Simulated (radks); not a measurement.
Q: All-electron atom: Pb II in [Hg] 6p1 (the NIST ground configuration). Calculated with a radial shooting solver on a logarithmic mesh with Libxc functionals: scalar-relativistic Kohn-Sham, r2SCAN, spin-polarised, spherical densities, finite nucleus; open shells are filled with parallel spins first (spin-orbit coupling, left out, can overturn this in heavy ions); meta-GGA in the generalised Kohn-Sham scheme; Fermi nuclear charge, rms radius 5.5012 fm. Some entries of the table are withheld. Estimate them.

orbital  occ.  eigenvalue (eV)  <1/r> (bohr^-1)  <r^2> (bohr^2)
1s up       1        -88190.14            101.3       0.0003575
1s down     1        -88190.12            101.3       0.0003575
2s down     1        -15810.89            23.81        0.005421
2s up       1        -15810.89            23.81        0.005421
2p up       3        -13564.41            20.91        0.004619
2p down     3        -13564.40            20.91        0.004619
3s up       1        -3813.271            8.834         0.03481
3s down     1        -3813.266            8.834         0.03481
3p up       3        -3166.330            7.988         0.03609
3p down     3        -3166.323            7.988         0.03609
3d up       5        -2504.064            7.487         0.02995
3d down     5        -2504.058            7.487         0.02995
4s up       1        -876.4055            3.795          0.1665
4s down     1        -876.3919            3.795          0.1665
4p up       3        -663.4864            3.416          0.1905
4p down     3        -663.4724            3.416          0.1905
4d up       5        -415.4573            3.069          0.2141
4d down     5        -415.4410            3.069          0.2141
5s up       1        -154.6517            1.589          0.8220
5s down     1        -154.6075            1.589          0.8225
4f up       7        -142.1459            2.674          0.2468
4f down     7        -142.1261            2.674          0.2468
5p up       3         -95.7869            1.361           1.081
5p down     3         -95.7671            1.361           1.081
5d up       5         -29.5590            1.010             (1)
5d down     5         -29.4545            1.014             (2)
6s up       1         -20.0023           0.5632           5.819
6s down     1         -19.0562           0.5764           5.582
6p up       1         -10.2999           0.4227           9.984
6p down     0          -8.9037           0.4344           9.531

A: 
(1) 5d up <r^2> (bohr^2): 1.977
(2) 5d down <r^2> (bohr^2): 1.946
